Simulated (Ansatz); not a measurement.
Reaction (cleavage of the Sn–Al bond): `[OH][SnH2][AlH2]` + `N[SiH3]` → `[OH][SnH2][NH][SiH3]` + `[AlH3]`

Isolated molecules relaxed with PBE0-D4/def2-TZVP in Ansatz; ΔE leaves out vibrations. CCSD(T)/CBS is the MP2 limit (def2-TZVPP, def2-QZVPP) plus CCSD(T) − MP2 in def2-TZVPP, frozen cores. This one scheme is used for every species. DFT in def2-TZVPP. B3LYP here is the variant with VWN-RPA as its local correlation; programs differ in this. Elements past krypton have def2 core potentials. For Sn outer-core shells are correlated without core-valence functions, which leaves a few kJ/mol of doubt a bond. One conformer a species, not always the lowest.

```
             level  ΔE (kJ/mol)
            PBE-D4         36.5
            B2PLYP         23.2
              PBE0         38.3
             B3LYP         32.1
SCS-MP2/def2-TZVPP         11.6
CCSD(T)/def2-TZVPP         17.1
     HF/def2-QZVPP         16.8
     MP2/CBS(def2)         15.2
```

(1) What does CCSD(T)/CBS give? (Best estimate.)

Largest T1 diagnostic among the species: 0.014.

Results:

(1) The calculation gave: +19.1 kJ/mol. The listed levels differ from it by 17.4, 4.1, 19.2, 13.0, -7.5, -2.0, -2.3, -3.9 kJ/mol.

The D4 term adds −7.3 kJ/mol with B3LYP and −4.0 kJ/mol with PBE0; it sums over pairs of atoms, weighted by their polarisabilities, and B3LYP, whose exchange is more repulsive, gets the larger term.
